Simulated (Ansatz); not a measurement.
doublet Al: levels of theory in one basis

A single Al atom.

Basis set: cc-pVDZ (spherical functions). Correlated methods keep 5 orbitals frozen. Correlation on ROHF uses semicanonical orbitals with singles. Charge 0, multiplicity 2.

Computed with Ansatz (development build ahead of 0.2.0); each method stands on the lowest determinant of its kind that the runs found.

| method | E − E(ROHF) (eV) | <S²> of the determinant |
| --- | --- | --- |
| ROHF | 0.00 | 0.75 |
| ROHF-CCSD | -1.37 | – |
| UHF-CCSD | -1.37 | 0.76 |
| ROHF-CCSD(T) | -1.39 | – |
| UHF-CCSD(T) | -1.39 | 0.76 |
| ROHF-CCSDT | -1.40 | – |

What does ROHF-MP2 give on the same scale?

-0.92 eV.
